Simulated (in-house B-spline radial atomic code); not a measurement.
# CAM-B3LYP excitations of Br5+

Method: CAM-B3LYP. Computed with an all-electron radial atomic-structure program (B-spline basis): linear response of the closed shell [Ar] 3d10 4s2 with the functional's adiabatic kernel; scalar-relativistic (spin-free one-electron X2C), finite nucleus, no spin-orbit coupling, no double excitations, S, P, D and F terms only; shells from n = 2 respond. Only terms of natural parity with L up to 3 were computed.

Command:
```bash
python run_td.py task.json out
```
Settings (radii: box in bohr, nucleus in fm):
```
Z                        35
electrons                30
configuration            [Ar] 3d10 4s2
hamiltonian              x2c
method                   camb3lyp
box_radius               16.35
rms_radius               4.1629
intervals                71
```

Run time, properties included: 2.8 s on 1 thread of Arm Neoverse N1 (shared host).

The lowest states, in the order of their Tamm-Dancoff energies; the method's threshold (minus the highest occupied level) is 84.30 eV. Labels give the largest channel, * marks a mixed state, and oscillator strengths are full-response dipole values. Semilocal kernels can invert the small singlet-triplet splittings of Rydberg terms. Energies in eV:

```csv
state,full response,Tamm-Dancoff,oscillator strength
4s → 4p 3P,13.411,13.590,-
4s → 4p 1P,19.166,19.855,1.58
4s → 4d 3D,?,?,-
4s → 4d 1D,38.92,38.95,-
4s → 5s 3S,?,?,-
4s → 5s 1S,45.26,45.30,-
4s → 5p 3P,49.74,49.74,-
4s → 5p 1P,50.29,50.34,0.0632
4s → 4f 3F,54.31,54.33,-
4s → 4f 1F,54.98,54.98,-
```

Task: Where does 4s → 4d 3D lie?

Result: At 36.88 eV in full response, 36.91 eV in Tamm-Dancoff.

Task: Where does 4s → 5s 3S lie?

Result: At 44.08 eV in full response, 44.08 eV in Tamm-Dancoff.

Task: How large is the singlet-triplet splitting of 4s → 4p (P terms) in Tamm-Dancoff?

Result: 6.26 eV, from the unrounded values.

Task: What polarisabilities and dispersion coefficient does the method give?

Result: Dipole 3.533 bohr³, quadrupole 4.73 bohr⁵, C6 7.875 hartree·bohr⁶ for two such species.
